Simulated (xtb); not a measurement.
xtb job for BHF2, SMILES FBF, GFN2-xTB. 

```
$ xtb mol.xyz --gfn 2 --sp --chrg 0 --uhf 0 --json
$ cat mol.xyz
4

B     -0.00000000     0.00000000    -0.47183198
H      0.00000000    -0.00000000    -1.63939491
F      0.00000000     1.10639160     0.22214193
F      0.00000000    -1.10639160     0.22214193
```

Output:

```
[banner left out]
          |                Calculation Setup                |
           -------------------------------------------------



           -------------------------------------------------
          |                 G F N 2 - x T B                 |
           -------------------------------------------------

        Reference                      10.1021/acs.jctc.8b01176
      * Hamiltonian:
        H0-scaling (s, p, d)           1.850000    2.230000    2.230000
        zeta-weighting                 0.500000
      * Dispersion:
        s8                             2.700000
        a1                             0.520000
        a2                             5.000000
        s9                             5.000000
      * Repulsion:
        kExp                           1.500000    1.000000
        rExp                           1.000000
      * Coulomb:
        alpha                          2.000000
        third order                    shell-resolved
        anisotropic                    true
        a3                             3.000000
        a5                             4.000000
        cn-shift                       1.200000
        cn-exp                         4.000000
        max-rad                        5.000000


          ...................................................
          :                      SETUP                      :
          :.................................................:
          :  # basis functions                  13          :
          :  # atomic orbitals                  13          :
          :  # shells                            7          :
          :  # electrons                        18          :
          :  max. iterations                   250          :
          :  Hamiltonian                  GFN2-xTB          :
          :  restarted?                      false          :
          :  GBSA solvation                  false          :
          :  PC potential                    false          :
          :  electronic temp.          300.0000000     K    :
          :  accuracy                    1.0000000          :
          :  -> integral cutoff          0.2500000E+02      :
          :  -> integral neglect         0.1000000E-07      :
          :  -> SCF convergence          0.1000000E-05 Eh   :
          :  -> wf. convergence          0.1000000E-03 e    :
          :  Broyden damping             0.4000000          :
          :  net charge                          0          :
          :  unpaired electrons                  0          :
          ...................................................

 iter      E             dE          RMSdq      gap      omega  full diag
   1    -11.2586365 -0.112586E+02  0.115E+01    7.40       0.0  T
   2    -11.3419143 -0.832778E-01  0.720E+00    5.73       1.0  T
   3    -11.3475694 -0.565509E-02  0.272E+00    6.40       1.0  T
   4    -11.3506332 -0.306373E-02  0.888E-01    6.23       1.0  T
   5    -11.3496863  0.946887E-03  0.667E-01    6.50       1.0  T
   6    -11.3513410 -0.165475E-02  0.210E-01    6.28       1.0  T
   7    -11.3514971 -0.156115E-03  0.321E-02    6.31       1.6  T
   8    -11.3514970  0.162277E-06  0.123E-02    6.32       4.1  T
   9    -11.3514974 -0.467151E-06  0.366E-03    6.32      13.7  T
  10    -11.3514975 -0.635599E-07  0.881E-05    6.32     567.3  T
  11    -11.3514975 -0.181242E-10  0.259E-05    6.32    1934.0  T

   *** convergence criteria satisfied after 11 iterations ***

         #    Occupation            Energy/Eh            Energy/eV
      -------------------------------------------------------------
         1        2.0000           -0.8469296             -23.0461
       ...           ...                  ...                  ...
         3        2.0000           -0.5903720             -16.0648
         4        2.0000           -0.5700627             -15.5122
         5        2.0000           -0.5662900             -15.4095
         6        2.0000           -0.5643314             -15.3562
         7        2.0000           -0.5302309             -14.4283
         8        2.0000           -0.5221560             -14.2086
         9        2.0000           -0.4884578             -13.2916 (HOMO)
        10                         -0.2563070              -6.9745 (LUMO)
        11                          0.2832818               7.7085
        12                          0.4122837              11.2188
        13                          0.4863481              13.2342
      -------------------------------------------------------------
                  HL-Gap            0.2321508 Eh            6.3171 eV
             Fermi-level           -0.3723824 Eh          -10.1330 eV

 SCC (total)                   0 d,  0 h,  0 min,  0.001 sec
 SCC setup                      ...        0 min,  0.000 sec (  4.489%)
 Dispersion                     ...        0 min,  0.000 sec (  2.059%)
 classical contributions        ...        0 min,  0.000 sec (  0.790%)
 integral evaluation            ...        0 min,  0.000 sec ( 12.717%)
 iterations                     ...        0 min,  0.001 sec ( 56.605%)
 molecular gradient             ...        0 min,  0.000 sec ( 18.155%)
 printout                       ...        0 min,  0.000 sec (  4.789%)

         :::::::::::::::::::::::::::::::::::::::::::::::::::::
         ::                     SUMMARY                     ::
         :::::::::::::::::::::::::::::::::::::::::::::::::::::
         :: total energy             -11.304892097012 Eh    ::
         :: gradient norm              0.000022588682 Eh/a0 ::
         :: HOMO-LUMO gap              6.317144528711 eV    ::
         ::.................................................::
         :: SCC energy               -11.351497490659 Eh    ::
         :: -> isotropic ES            0.048640364589 Eh    ::
         :: -> anisotropic ES          0.000539404961 Eh    ::
         :: -> anisotropic XC         -0.004959692982 Eh    ::
         :: -> dispersion             -0.000764082621 Eh    ::
         :: repulsion energy           0.046605393648 Eh    ::
         :: add. restraining           0.000000000000 Eh    ::
         :: total charge               0.000000000000 e     ::
         :::::::::::::::::::::::::::::::::::::::::::::::::::::

           -------------------------------------------------
          |                Property Printout                |
           -------------------------------------------------

    * Orbital Energies and Occupations

         #    Occupation            Energy/Eh            Energy/eV
      -------------------------------------------------------------
         1        2.0000           -0.8469296             -23.0461
         2        2.0000           -0.8416519             -22.9025
         3        2.0000           -0.5903720             -16.0648
         4        2.0000           -0.5700627             -15.5122
         5        2.0000           -0.5662900             -15.4095
         6        2.0000           -0.5643314             -15.3562
         7        2.0000           -0.5302309             -14.4283
         8        2.0000           -0.5221560             -14.2086
         9        2.0000           -0.4884578             -13.2916 (HOMO)
        10                         -0.2563070              -6.9745 (LUMO)
        11                          0.2832818               7.7085
        12                          0.4122837              11.2188
        13                          0.4863481              13.2342
      -------------------------------------------------------------
                  HL-Gap            0.2321508 Eh            6.3171 eV
             Fermi-level           -0.3723824 Eh          -10.1330 eV
Note: The following floating-point exceptions are signalling: IEEE_DENORMAL
normal termination of xtb

     #   Z          covCN         q      C6AA      α(0)
     1   5 B        2.384     0.511    19.054     8.138
     2   1 H        0.940    -0.046     3.982     3.120
     3   9 F        0.723    -0.233    11.589     4.020
     4   9 F        0.723    -0.233    11.589     4.020

 Mol. C6AA /au·bohr⁶  :        167.578456
 Mol. C8AA /au·bohr⁸  :       3787.548957
 Mol. α(0) /au        :         19.297864


Wiberg/Mayer (AO) data.
largest (>0.10) Wiberg bond orders for each atom

 ---------------------------------------------------------------------------
     #   Z sym  total        # sym  WBO       # sym  WBO       # sym  WBO
 ---------------------------------------------------------------------------
     1   5 B    3.215 --     3 F    1.129     4 F    1.129     2 H    0.956
     2   1 H    0.998 --     1 B    0.956
     3   9 F    1.213 --     1 B    1.129
     4   9 F    1.213 --     1 B    1.129
 ---------------------------------------------------------------------------

Topologies differ in total number of bonds
Writing topology from bond orders to xtbtopo.mol

molecular dipole:
                 x           y           z       tot (Debye)
 q only:        0.000       0.000      -0.510
   full:       -0.000       0.000      -0.455       1.156
molecular quadrupole (traceless):
                xx          xy          yy          xz          yz          zz
 q only:        1.075       0.000      -1.979       0.000       0.000       0.905
  q+dip:        1.547       0.000      -3.190      -0.000       0.000       1.643
   full:        2.745       0.000      -3.284      -0.000       0.000       0.539


           -------------------------------------------------
          | TOTAL ENERGY              -11.304892097012 Eh   |
          | GRADIENT NORM               0.000022588682 Eh/α |
          | HOMO-LUMO GAP               6.317144528711 eV   |
           -------------------------------------------------

------------------------------------------------------------------------
------------------------------------------------------------------------
 total:
 SCF:
```

Self-consistency was reached.

Cost: around 0.020 core-seconds (rough).
